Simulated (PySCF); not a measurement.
Cl2FGa (SMILES [F][Ga]([Cl])[Cl]), singlet, geometry from GFN2-xTB (such geometries of metal compounds can be far from the true shape). Base run: PBE0/6-31G, polarisability run with PySCF.

PySCF was given this input:
```python
from pyscf import gto, scf, dft
from pyscf.prop import polarizability

mol = gto.M(
    atom='''
Ga    0.17122245   -0.03872298   -0.01887444
F     1.88590453   -0.42650859   -0.20788970
Cl   -0.64448431   -0.64260975    1.79302291
Cl   -0.66616491    0.93902091   -1.64854557
''',
    basis='6-31g',
    verbose=3,
)

mf = dft.RKS(mol)
mf.xc = 'pbe0'
mf.kernel()
alpha = mf.Polarizability().polarizability()[2, 2]
print('alpha_zz =', alpha)
```

Each row names what was changed in the base input (with any setting that the change needs).

```tsv
change	alpha_zz (bohr³)	basis functions	core-seconds (rough)
base	50.43	62	10
basis = def2-SVPD	61.27	115	30
finite field (a.u.) = 2e-4; conv_tol = 1e-6	25.00	62	8
basis = STO-3G	33.66	41	8
functional = pbe	53.80	62	10
functional = camb3lyp	49.72	62	40
basis = def2-SVP	47.95	82	20
functional = lda,vwn	54.50	62	8
finite field (a.u.) = 2e-4; conv_tol = 1e-11	50.43	62	10
finite field (a.u.) = 0.001; conv_tol = 1e-6	50.39	62	10
basis = cc-pVDZ	51.00	77	20
finite field (a.u.) = 0.02; conv_tol = 1e-11	50.56	62	10
```

Finite-field rows take the second difference of the energy in a field along z; a small field with loose convergence shows SCF noise divided by the square of the field, and a large one adds hyperpolarisability.
